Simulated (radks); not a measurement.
The numbers below are computed, except where a source is named.
All-electron atom: Cd X in [Ar] 3d10 4s2 4p(1/2: 1, 3/2: 4) 4d(3/2: 4, 5/2: 0) (not the ground configuration). Level of theory: Dirac Kohn-Sham, BLYP, spin-unpolarised, spherical densities, finite nucleus; Fermi nuclear charge, rms radius 4.6087 fm (a radial shooting solver on a logarithmic mesh with Libxc functionals).

Spin-orbit splittings of the eigenvalues, e(l+1/2) - e(l-1/2), with zeta = 2 splitting/(2l+1) and mean radii in bohr:

2p: occ. 6; splitting (eV) 192.6; zeta (eV) 128.4; <r> j=l-1/2 0.1112; <r> j=l+1/2 0.1164
3p: occ. 6; splitting (eV) 34.58; zeta (eV) 23.05; <r> j=l-1/2 0.3486; <r> j=l+1/2 0.3595
3d: occ. 10; splitting (eV) 7.054; zeta (eV) 2.822; <r> j=l-1/2 0.3311; <r> j=l+1/2 0.3346
4p: occ. 5; splitting (eV) 6.939; zeta (eV) 4.626; <r> j=l-1/2 0.8727; <r> j=l+1/2 0.8950
4d: occ. 4; splitting (eV) 1.156; zeta (eV) 0.4623; <r> j=l-1/2 0.9896; <r> j=l+1/2 0.9967
